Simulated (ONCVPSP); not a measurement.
**What one change does to a pseudopotential (Co (Z = 27), ONCV)**

```
Element                 : Co (Z = 27)
Generator               : ONCVPSP 4.0.1
Type                    : optimised norm-conserving Vanderbilt (ONCV)
Functional              : PW91
Relativity              : scalar-relativistic
Frozen core             : [Ne]
Valence charge          : 17
Reference configuration : 3s2 3p6 3d7 4s1.5 4p0.5
Partial waves           : 3s+4s: rc 1.50 bohr, ncon 4, nbas 8, qcut 6.5 1/bohr, 2 projectors; 3p+4p: rc 1.30 bohr, ncon 4, nbas 8, qcut 12 1/bohr, 2 projectors; 3d: rc 1.75 bohr, ncon 4, nbas 8, qcut 10.2 1/bohr, 1 projector; f scattering state at 0.45 Ha: rc 1.70 bohr, ncon 5, nbas 10, qcut 6.2 1/bohr, 2 projectors, debl 3.7 Ha
Local potential         : polynomial inside 0.90 bohr (lpopt 5, dvloc0 0 Ha)
Core correction         : none
```

Change: p: rc 1.2.

Cutoffs: the cutoffs (Ha) at which the residual kinetic energy of the hardest occupied pseudo-wave falls to 1 and 0.1 mHa per electron; they do not see the model core or the augmentation charge, which bear on the density cutoff. Errors are all-electron minus pseudo energies relative to the spin-unpolarised reference configuration.

Q: What does the change do?

A: The potential gets neither clearly harder nor softer (40 Ha and 48 Ha → 39 Ha and 47 Ha); the errors of the 4 common tests hardly move; neither file shows a bound ghost.

```csv
quantity,base,changed
"cutoff, loose",40 Ha,39 Ha
"cutoff, tight",48 Ha,47 Ha
loose cutoff by channel,"s 14 Ha, p 40 Ha, d 37 Ha","s 14 Ha, p 39 Ha, d 37 Ha"
bound ghosts,none,none
GHOST(+) flags under 300 eV,none,none
"error for 3s2 3p6 3d7 4s2 4p0, meV [ΔE -2.14 eV]",+0.4,+0.4
"error for 3s2 3p6 3d7 4s1 4p0, meV [ΔE 6.95 eV]",+0.5,+0.5
"error for 3s2 3p6 3d7 4s0 4p0, meV [ΔE 23.79 eV]",+5.4,+5.5
"error for 3s2 3p6 3d7 4s1.5 4p0, meV [ΔE 1.49 eV]",0.0,0.0
s: phases at 1.52 bohr within 0.05 rad from the reference energy up to (Ha; the scan ends near 5),to the end of the scan,to the end of the scan
d: phases at 1.78 bohr within 0.05 rad from the reference energy up to (Ha; the scan ends near 5),0.7,0.7
f: phases at 1.73 bohr within 0.05 rad from the reference energy up to (Ha; the scan ends near 5),to the end of the scan,to the end of the scan
```
